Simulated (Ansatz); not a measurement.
Relaxation of ClGaH2O2 (6 atoms, charge 0, multiplicity 1), to a largest force component of 0.015 eV/Å in at most 40 steps.

The calculation used RKS B3LYP-D4/def2-SVP in Ansatz.

```xyz
6
Properties=species:S:1:pos:R:3:forces:R:3
O -0.234 1.458 -0.956 0.31 -2.19 1.81
Ga 0.208 -0.359 -0.395 -1.96 13.52 -10.17
O 0.947 -0.883 0.814 7.67 -2.16 13.62
Cl -0.940 -1.702 -0.858 -7.38 -8.20 -4.00
H -0.791 1.568 -0.141 0.25 0.61 -0.97
H 0.852 -0.145 1.490 1.09 -1.58 -0.28
```

**Question.** Where does it end, and by what steps?

**Answer.** The forces met the threshold. After 15 steps the energy has fallen by 4.174 eV; Cl4 moved furthest, 0.63 Å. The start is strongly strained (largest force component 14 eV/Å).

```csv
step,energy less start (eV),largest force component (eV/Å),accepted
0,0.0000,13.615,yes
1,-2.9742,4.917,yes
2,-3.8277,1.352,yes
3,-4.0027,1.156,yes
4,-4.0816,0.522,yes
5,-4.1026,0.102,yes
6,-4.1072,0.296,yes
7,-4.1161,0.518,yes
8,-4.1594,0.066,yes
9,-4.1641,0.271,yes
10,-4.1642,0.278,yes
11,-3.9962,2.345,no
12,-4.1721,0.122,yes
13,-4.1578,0.801,no
14,-4.1739,0.027,yes
15,-4.1741,0.014,yes
```

```xyz
6
Properties=species:S:1:pos:R:3
O -0.728 1.214 -0.755
Ga -0.176 -0.409 -0.271
O 0.961 -0.759 1.055
Cl -0.939 -2.069 -1.369
H -0.368 1.941 -0.231
H 1.292 0.017 1.525
```

Whether the end is a true minimum wasn't checked by a vibrational analysis.

The run took 60 s on 1 thread of Arm Neoverse V2 (shared host), peak memory 0.19 GiB.
